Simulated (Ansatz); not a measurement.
Cd2Se. Charge 0, multiplicity 1. Geometry PBE-D4/def2-TZVP.

Cartesian coordinates in Å:
```
Cd 0.125 2.519 0.184
Cd -0.123 -2.519 -0.185
Se -0.002 0.000 0.001
```

In the def2 sets Cd takes a core potential; there is no spin–orbit coupling. B3LYP takes the VWN-RPA correlation. The order of the spin states hangs on the level: the triplet lies 0.12 eV below the singlet at PBE0-D4/def2-TZVP, but 0.01 eV above it at B3LYP-D4/def2-TZVP. The structure comes from a short search, and lower isomers may exist.

Problem. Estimate the orbital energies around the gap (eV) in Ansatz with B3LYP-D4/def2-TZVP, PBE0-D4/def2-SVP, PBE0-D4/def2-TZVP, PBE0-D4/def2-TZVPD, r2SCAN0-D4/def2-TZVP.

Solution. 
```
orbital  B3LYP-D4/def2-TZVP  PBE0-D4/def2-SVP  PBE0-D4/def2-TZVP  PBE0-D4/def2-TZVPD  r2SCAN0-D4/def2-TZVP
HOMO−13              -14.60            -15.07             -15.02              -15.03                -15.36
HOMO−12              -14.30            -14.78             -14.73              -14.74                -15.07
HOMO−11              -14.30            -14.78             -14.73              -14.74                -15.07
HOMO−10              -14.28            -14.76             -14.70              -14.72                -15.04
 HOMO−9              -14.28            -14.76             -14.70              -14.72                -15.04
 HOMO−8              -14.20            -14.69             -14.63              -14.65                -14.98
 HOMO−7              -14.20            -14.69             -14.63              -14.65                -14.98
 HOMO−6              -14.20            -14.69             -14.63              -14.65                -14.98
 HOMO−5              -14.20            -14.69             -14.63              -14.65                -14.98
 HOMO−4              -13.92            -14.35             -14.31              -14.32                -14.64
 HOMO−3               -8.77             -8.93              -8.93               -8.94                 -9.12
 HOMO−2               -6.13             -6.04              -6.06               -6.07                 -6.22
 HOMO−1               -5.87             -5.97              -6.04               -6.06                 -6.22
   HOMO               -5.87             -5.97              -6.04               -6.06                 -6.15
   LUMO               -3.76             -3.54              -3.54               -3.56                 -3.62
 LUMO+1               -0.90             -0.65              -0.65               -0.68                 -0.51
 LUMO+2               -0.90             -0.65              -0.65               -0.68                 -0.51
 LUMO+3               -0.28              0.05              -0.01               -0.05                  0.19
 LUMO+4               -0.28              0.05              -0.01               -0.05                  0.19
 LUMO+5                0.49              0.69               0.74                0.59                  1.04
```
